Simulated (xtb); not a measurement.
A run for xtb: GFN1-xTB on Cl2H7NOSi3 (SMILES [SiH3]N[Si](Cl)(Cl)O[SiH3]).

```
$ xtb mol.xyz --gfn 1 --sp --chrg 0 --uhf 0
14

Si     0.22567001    -0.08591586    -0.42323112
O      1.16036789     0.73045104     0.64334874
Si     2.77693194     1.02862663     0.97210160
N     -1.35282388    -0.17908342     0.21227851
Si    -2.79472593    -0.84980780    -0.52684508
Cl     1.05162942    -1.95735806    -0.74736709
Cl     0.24405728     0.86636675    -2.25704695
H      3.30946057    -0.04453615     1.85390618
H      3.55066320     1.07192511    -0.29879546
H      2.85478890     2.33992356     1.66621066
H     -1.43521528     0.22072693     1.14546955
H     -3.39305301    -1.90076168     0.34532398
H     -3.82648830     0.20081205    -0.76274799
H     -2.37126282    -1.44146910    -1.82250554
```

Program output:

```
[...]
           -------------------------------------------------
          |                Calculation Setup                |
           -------------------------------------------------



           -------------------------------------------------
          |                 G F N 1 - x T B                 |
           -------------------------------------------------

        Reference                      10.1021/acs.jctc.7b00118
      * Hamiltonian:
        H0-scaling (s, p, d)           1.850000    2.250000    2.000000
        zeta-weighting                 0.000000
      * Dispersion:
        s8                             2.400000
        a1                             0.630000
        a2                             5.000000
        s9                             0.000000
      * Repulsion:
        kExp                           1.500000
        rExp                           1.000000
      * Coulomb:
        alpha                          2.000000
        third order                    atomic
        anisotropic                    false
      * Halogen bond correction:
        rad-scale                      1.300000
        damping                        0.440000


          ...................................................
          :                      SETUP                      :
          :.................................................:
          :  # basis functions                  72          :
          :  # atomic orbitals                  67          :
          :  # shells                           33          :
          :  # electrons                        44          :
          :  # halogen bonds                     4          :
          :  max. iterations                   250          :
          :  Hamiltonian                  GFN1-xTB          :
          :  restarted?                      false          :
          :  GBSA solvation                  false          :
          :  PC potential                    false          :
          :  electronic temp.          300.0000000     K    :
          :  accuracy                    1.0000000          :
          :  -> integral cutoff          0.2500000E+02      :
          :  -> integral neglect         0.1000000E-07      :
          :  -> SCF convergence          0.1000000E-05 Eh   :
          :  -> wf. convergence          0.2000000E-04 e    :
          :  Broyden damping             0.4000000          :
          :  net charge                          0          :
          :  unpaired electrons                  0          :
          ...................................................

 iter      E             dE          RMSdq      gap      omega  full diag
   1    -26.2031193 -0.262031E+02  0.696E+00    5.68       0.0  T
   2    -26.2298997 -0.267804E-01  0.403E+00    6.09       1.0  T
   3    -26.2305713 -0.671519E-03  0.576E-01    5.97       1.0  T
   4    -26.2324460 -0.187470E-02  0.207E-01    6.17       1.0  T
   5    -26.2326978 -0.251862E-03  0.603E-02    6.12       1.0  T
   6    -26.2327193 -0.215045E-04  0.353E-02    6.11       1.0  T
   7    -26.2327443 -0.249924E-04  0.112E-02    6.11       2.4  T
   8    -26.2327456 -0.127282E-05  0.338E-03    6.11       7.9  T
   9    -26.2327456 -0.134315E-07  0.643E-04    6.11      41.6  T
  10    -26.2327456 -0.554518E-08  0.755E-05    6.11     353.8  T
  11    -26.2327456 -0.206484E-10  0.368E-05    6.11     726.5  T

   *** convergence criteria satisfied after 11 iterations ***

         #    Occupation            Energy/Eh            Energy/eV
      -------------------------------------------------------------
         1        2.0000           -0.9006885             -24.5090
       ...           ...                  ...                  ...
        16        2.0000           -0.4606952             -12.5362
        17        2.0000           -0.4598990             -12.5145
        18        2.0000           -0.4548607             -12.3774
        19        2.0000           -0.4540440             -12.3552
        20        2.0000           -0.4523375             -12.3087
        21        2.0000           -0.4499006             -12.2424
        22        2.0000           -0.4176667             -11.3653 (HOMO)
        23                         -0.1931226              -5.2551 (LUMO)
        24                         -0.1839889              -5.0066
        25                         -0.1593596              -4.3364
        26                         -0.1572726              -4.2796
        27                         -0.1532715              -4.1707
       ...                                ...                  ...
        67                          1.5418672              41.9563
      -------------------------------------------------------------
                  HL-Gap            0.2245441 Eh            6.1102 eV
             Fermi-level           -0.3053946 Eh           -8.3102 eV

 SCC (total)                   0 d,  0 h,  0 min,  0.037 sec
 SCC setup                      ...        0 min,  0.000 sec (  0.503%)
 Dispersion                     ...        0 min,  0.000 sec (  0.273%)
 classical contributions        ...        0 min,  0.000 sec (  0.210%)
 integral evaluation            ...        0 min,  0.010 sec ( 26.732%)
 iterations                     ...        0 min,  0.009 sec ( 25.420%)
 molecular gradient             ...        0 min,  0.017 sec ( 45.287%)
 printout                       ...        0 min,  0.001 sec (  1.503%)

         :::::::::::::::::::::::::::::::::::::::::::::::::::::
         ::                     SUMMARY                     ::
         :::::::::::::::::::::::::::::::::::::::::::::::::::::
         :: total energy             -26.102389444026 Eh    ::
         :: gradient norm              0.070110539638 Eh/a0 ::
         :: HOMO-LUMO gap              6.110156933408 eV    ::
         ::.................................................::
         :: SCC energy               -26.232745608862 Eh    ::
         :: -> electrostatic           0.048076868806 Eh    ::
         :: repulsion energy           0.138119370959 Eh    ::
         :: dispersion energy         -0.007763206123 Eh    ::
         :: halogen bond corr.         0.000000000000 Eh    ::
         :: add. restraining           0.000000000000 Eh    ::
         :: total charge              -0.000000000000 e     ::
         :::::::::::::::::::::::::::::::::::::::::::::::::::::

           -------------------------------------------------
          |                Property Printout                |
           -------------------------------------------------

    * Orbital Energies and Occupations

         #    Occupation            Energy/Eh            Energy/eV
      -------------------------------------------------------------
         1        2.0000           -0.9006885             -24.5090
       ...           ...                  ...                  ...
        10        2.0000           -0.5385210             -14.6539
        11        2.0000           -0.5050271             -13.7425
        12        2.0000           -0.4852835             -13.2052
        13        2.0000           -0.4791045             -13.0371
        14        2.0000           -0.4678169             -12.7299
        15        2.0000           -0.4660032             -12.6806
        16        2.0000           -0.4606952             -12.5362
        17        2.0000           -0.4598990             -12.5145
        18        2.0000           -0.4548607             -12.3774
        19        2.0000           -0.4540440             -12.3552
        20        2.0000           -0.4523375             -12.3087
        21        2.0000           -0.4499006             -12.2424
        22        2.0000           -0.4176667             -11.3653 (HOMO)
        23                         -0.1931226              -5.2551 (LUMO)
        24                         -0.1839889              -5.0066
        25                         -0.1593596              -4.3364
        26                         -0.1572726              -4.2796
        27                         -0.1532715              -4.1707
        28                         -0.1508767              -4.1056
        29                         -0.1322666              -3.5992
        30                         -0.1161575              -3.1608
        31                         -0.1095621              -2.9813
        32                         -0.0851414              -2.3168
        33                         -0.0625270              -1.7014
       ...                                ...                  ...
        67                          1.5418672              41.9563
      -------------------------------------------------------------
                  HL-Gap            0.2245441 Eh            6.1102 eV
             Fermi-level           -0.3053946 Eh           -8.3102 eV

  Mulliken/CM5 charges         n(s)   n(p)   n(d)
     1Si    0.54789  0.49493   0.924  1.330  1.197
     2O    -0.37896 -0.39481   1.639  4.740  0.000
     3Si    0.39542  0.15894   1.218  1.685  0.702
     4N    -0.41070 -0.68116   1.439  3.972  0.000
     5Si    0.31974  0.11063   1.240  1.787  0.653
     6Cl   -0.13393 -0.08953   1.893  5.253 -0.012
     7Cl   -0.12468 -0.07988   1.892  5.244 -0.011
     8H    -0.07135  0.01100   1.071  0.000  0.000
     9H    -0.07132  0.01116   1.071  0.000  0.000
    10H    -0.07134  0.01143   1.071  0.000  0.000
    11H     0.23245  0.43333   0.768  0.000  0.000
    12H    -0.08100  0.00049   1.081  0.000  0.000
    13H    -0.08026  0.00110   1.080  0.000  0.000
    14H    -0.07196  0.01237   1.072  0.000  0.000

Wiberg/Mayer (AO) data.
largest (>0.10) Wiberg bond orders for each atom

 ---------------------------------------------------------------------------
     #   Z sym  total        # sym  WBO       # sym  WBO       # sym  WBO
 ---------------------------------------------------------------------------
     1  14 Si   5.147 --     7 Cl   1.286     6 Cl   1.271     2 O    1.184
                             4 N    1.153     5 Si   0.122
     2   8 O    2.536 --     3 Si   1.260     1 Si   1.184
     3  14 Si   4.175 --     2 O    1.260     8 H    0.938    10 H    0.938
                             9 H    0.937
     4   7 N    3.380 --     5 Si   1.238     1 Si   1.153    11 H    0.866
     5  14 Si   4.221 --     4 N    1.238    12 H    0.935    13 H    0.934
                            14 H    0.933     1 Si   0.122
     6  17 Cl   1.381 --     1 Si   1.271
     7  17 Cl   1.396 --     1 Si   1.286
     8   1 H    0.991 --     3 Si   0.938
     9   1 H    0.990 --     3 Si   0.937
    10   1 H    0.992 --     3 Si   0.938
    11   1 H    0.950 --     4 N    0.866
    12   1 H    0.990 --     5 Si   0.935
    13   1 H    0.990 --     5 Si   0.934
    14   1 H    0.989 --     5 Si   0.933
 ---------------------------------------------------------------------------

Topologies differ in total number of bonds
Writing topology from bond orders to xtbtopo.mol

 dipole moment from electron density (au)
     X       Y       Z
  -0.1970   0.3823   0.9578  total (Debye):    2.669


           -------------------------------------------------
          | TOTAL ENERGY              -26.102389444026 Eh   |
          | GRADIENT NORM               0.070110539638 Eh/α |
          | HOMO-LUMO GAP               6.110156933408 eV   |
           -------------------------------------------------

------------------------------------------------------------------------
------------------------------------------------------------------------
 total:
 SCF:
Note: The following floating-point exceptions are signalling: IEEE_DENORMAL
normal termination of xtb
```

The run finished.

Cost: about 0.09 core-seconds (a rough figure).
